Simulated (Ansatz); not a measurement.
Basis-set series for `CC1=CC(C)=[O+][B-](C)(F)O1`. Total charge 0; spin multiplicity 1. All single points use the PBE0-D4/def2-TZVP geometry.

```csv
functional,basis,functions,energy (Eh),HOMO (eV),LUMO (eV)
PBE0-D4,def2-TZVPP,450,-509.58833,-7.53,-2.01
PBE0-D4,def2-QZVPP,870,-509.61504,-7.55,-2.03
ωB97M-V,def2-TZVPP,450,-509.96289,-9.69,0.09
ωB97M-V,def2-QZVPP,870,-509.98794,-9.70,0.06
```

Give the rows for def2-SVP. (Estimate.)

The calculation gave: 
```csv
functional,basis,functions,energy (Eh),HOMO (eV),LUMO (eV)
PBE0-D4,def2-SVP,190,-509.01670,-7.49,-1.95
ωB97M-V,def2-SVP,190,-509.37148,-9.63,0.18
```

Positive LUMOs are unbound and depend on the basis.

All numbers were calculated with Ansatz.
